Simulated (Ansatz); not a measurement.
Ansatz results at the PBE0-D4/def2-TZVP geometry: LUMO energy (PBE/def2-TZVPP) -1.85 eV; ideal-gas entropy at 298 K and 1 bar (rigid rotor, harmonic PBE0-D4/def2-TZVP) 298 J/(mol·K); LUMO energy (ωB97M-V/def2-TZVPP) 1.08 eV.

Each molecule was computed in one conformer, which needn't be the lowest.

(1) Which molecule gave them?
A. `[GeH3][CH]=[Se]`
B. `N[SiH]1BO1`
C. `FC(F)O[SiH3]`
D. `OB1N[SiH2]1`

Results:

(1) B. The others give `FC(F)O[SiH3]`: -0.75, 334, 1.83; `[GeH3][CH]=[Se]`: -3.77, 323, -0.81; `OB1N[SiH2]1`: -1.11, 292, 1.34.
